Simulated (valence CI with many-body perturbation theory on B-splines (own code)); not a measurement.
# Which ion has this spectrum?

A relativistic CI+MBPT calculation for an atom or ion with 13 electrons gives these levels (eV):

```tsv
J	Parity	E	g
1/2	odd	0.00	0.66
3/2	odd	25.30	1.33
1/2	even	66.94	2.51
3/2	even	82.89	1.70
5/2	even	89.78	1.46
3/2	even	101.28	0.87
1/2	even	110.53	1.14
5/2	even	113.36	1.33
3/2	even	133.99	1.10
1/2	even	135.96	1.67
3/2	even	142.73	0.98
5/2	even	144.10	1.20
3/2	odd	173.96	1.23
3/2	odd	186.07	0.59
```

The energies are calculated, and their last digits are not significant.

Problem. Which is it?
A. Mo29+
B. Nb28+
C. Zr27+
D. Ru31+

Solution. A. Mo29+, ground level 3s²3p ²P°_1/2.
